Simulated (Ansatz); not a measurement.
C2H6BBrSi (`C[Si@H]1B[C@@H]1Br`), relaxed with RKS PBE-D4/def2-SVP in Ansatz from a rough embedded geometry. The force threshold is 0.03 eV/Å; the program also tests the step.

Total charge 0; spin multiplicity 1.

Start:

```xyz
11

C    -0.843    1.414   -0.505
Si   -0.110    0.231    0.715
B     0.001   -1.529   -0.268
C     1.248   -0.798    0.143
Br    2.293   -1.566    1.542
H    -1.044    2.425    0.081
H    -1.805    1.050   -0.874
H    -0.139    1.621   -1.275
H    -0.848   -0.062    1.980
H    -0.551   -2.496   -0.785
H     1.798   -0.292   -0.755
```

Task: By how much does the energy fall, and how many steps does the optimiser take? (Estimate.)

Result: Ansatz gave: 134.68 kJ/mol, in 18 steps, 3 of them rejected.

Task: Which bonds change most? (An estimate is asked.)

Result: Ansatz gave: Si2–C4 from 1.798 to 2.214 Å; Si2–B3 from 2.019 to 1.918 Å; C1–H6 from 1.187 to 1.109 Å; C4–H11 from 1.168 to 1.104 Å.

Task: Give the relaxed structure. (An estimate is asked.)

Result: Computed: 
```xyz
11

C    -0.748    1.553   -0.443
Si   -0.842   -0.193    0.264
B     0.091   -1.795   -0.224
C     1.243   -0.896    0.016
Br    2.840   -1.394    0.980
H    -0.340    2.269    0.299
H    -1.778    1.885   -0.693
H    -0.140    1.594   -1.367
H    -1.660   -0.162    1.535
H    -0.093   -2.949    0.082
H     1.428    0.088   -0.449
```
